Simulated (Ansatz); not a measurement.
Consider the atomization: `BC[N](B)[AlH2]` → Al• + 2 B• + C• + 8 H• + N•.

Program: Ansatz. Geometries: PBE0-D4/def2-TZVP. ΔE: electronic, gas phase. CBS: MP2 limit from def2 TZ/QZ plus the TZ coupled-cluster correction, frozen cores. This one scheme is used for every species, atoms too. Functionals use def2-TZVPP. B3LYP here is the variant with VWN-RPA as its local correlation; programs differ in this. No spin–orbit coupling; open shells (•) take unrestricted orbitals. Spin–orbit coupling would lower the free atoms: a little for Al, B, C. One conformer a species, not always the lowest.

`BC[N](B)[AlH2]`:

Cartesian coordinates in Å:
```
B 0.123 1.354 1.442
C 0.664 0.835 0.085
N 0.108 -0.411 -0.437
B 0.930 -1.458 -0.862
Al -1.689 -0.637 -0.518
H 0.531 2.392 1.874
H -0.681 0.730 2.078
H 1.757 0.741 0.195
H 0.561 1.653 -0.647
H 2.127 -1.348 -0.825
H 0.417 -2.469 -1.260
H -2.296 -2.048 -0.870
H -2.553 0.666 -0.255
```

```tsv
level	ΔE (kcal/mol)
B3LYP	1075.1
CCSD(T)/def2-SVP	1027.1
```

Problem. What does CCSD(T)/CBS give? (Best estimate.)

Solution. Computed: +1074.1 kcal/mol. The listed levels differ from it by 1.0, -47.0 kcal/mol.

Largest T1 diagnostic among the species: 0.018.

From PBE to PBE0 (25 % exact exchange), in def2-TZVPP and without D4, ΔE moves by −9.7 kcal/mol: exact exchange takes away binding that semilocal exchange gives to molecules. Leaving LDA and LC-ωPBE aside and taking each functional with its dispersion term where it has one, the values, not all of them listed here, spread over 24.8 kcal/mol, from BHLYP-D4 to CAM-B3LYP-D4. LDA lies +127.4 kcal/mol from PBE without D4, its usual overbinding.

For atomizations the MP2-based limit and the directly extrapolated one differ by several kJ/mol either way, and by 10 to 25 for some Ge, Se and Sn compounds, so smaller differences from it don't rank the levels.
